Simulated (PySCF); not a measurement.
Telling isomers of C₄H₁₂O₃Si apart by NMR

All values are calculated (PySCF 2.14): geometry: PBE0-D3(BJ)/def2-SVP, shieldings: GIAO PBE0/pcSseg-1. A single conformation, averaged over atoms made equivalent by symmetry, fast rotation or ring inversion, in vacuum, non-relativistic Hamiltonian.

References, each an isolated molecule treated in the same way: ¹H and ¹³C vs TMS. Where no couplings were computed, multiplicities follow the n + 1 count of equivalent neighbours, and m marks all less simple cases (inequivalent or close neighbours, rings, F or P nearby). Shifts are as computed. Against solution values, carbons near 30 ppm lie about +2 ppm off and those near 130 ppm about +5 ppm. Of 1211 compounds with measured shifts, 218 miss one by over three times the rms of a fit or turn the order of signals round; such compounds aren't used in these exercises.

(1) Tabulate the signals of `COC[SiH](OC)OC`, `CO[Si](C)(OC)OC` and their relative energies.

(2) What is the quickest way to tell COC[SiH](OC)OC from CO[Si](C)(OC)OC?

Answers

(1) 
```json
{"SMILES": "COC[SiH](OC)OC", "carbon types": "1×CH2 3×CH3", "δC": "65.7, 63.4, 52.1", "δH": "4.81 (t, 1H), 3.63 (s, 6H), 3.21 (s, 3H), 2.86 (d, 2H)", "E rel. (kcal/mol)": "44.9"}
{"SMILES": "CO[Si](C)(OC)OC", "carbon types": "4×CH3", "δC": "51.2, -11.0", "δH": "3.55 (s, 9H), -0.09 (s, 3H)", "E rel. (kcal/mol)": "0.0"}
```

Energies are electronic energies at PBE0/pcSseg-1 on these geometries, without zero-point or thermal terms, each for the one conformer computed, which needn't be the lowest.

(2) Count the carbon signals: 3 against 2. The first has an sp3 CH2 bonded to O and Si at 65.7 ppm, the second a methyl carbon bonded to Si (CH3) at -11.0 ppm. Their most deshielded carbons lie at 65.7 and 51.2 ppm. In the proton spectra the most deshielded non-exchanging signals are 4.81 (t, 1H) and 3.55 (s, 9H).
